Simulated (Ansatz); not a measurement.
Molecule: C$_{2}$H$_{9}$OSi$_{2}$, net charge 0, doublet state. It need not be the lowest isomer of its formula. SMILES: C[Si](C)O[SiH3]
Structure (B3LYP-D3(BJ)/def2-TZVP (Ansatz, a first-principles code) minimum search):
```xyz
14

Si    -0.8791    -0.0399    -0.4962
C     -1.6612     1.6453    -0.7662
C     -1.6974    -0.9460     0.9358
O      0.7127     0.2178    -0.1289
Si     2.1467    -0.4351     0.3113
H     -2.7221     1.5477    -1.0039
H     -1.1749     2.1815    -1.5819
H     -1.5648     2.2468     0.1437
H     -1.2345    -1.9178     1.1137
H     -1.6068    -0.3524     1.8517
H     -2.7584    -1.1073     0.7356
H      2.6902    -1.2736    -0.7829
H      1.9835    -1.2771     1.5214
H      3.0918     0.6639     0.6053
```
Charge 0, spin multiplicity 2.

Parts of the frozen-core correlation energy in cc-pwCVTZ (Ansatz, hartree). Frozen orbitals: 13; correlated occupied orbitals by spin: 16 and 15; virtual: 344 and 345. Open shells are spin-unrestricted. No spin-orbit coupling. No relativistic terms.

```csv
term,value
reference (HF),-733.87862
MP2 opposite-spin,…
MP2 same-spin,…
CCSD correlation,…
(T),-0.03298
T1 diagnostic,0.012
largest doubles amplitude,0.013
<S^2> of the reference,0.753
```

Problem. Fill in the missing entries.

Solution. 
- MP2 opposite-spin, value: -0.64921
- MP2 same-spin, value: -0.17987
- CCSD correlation, value: -0.88476
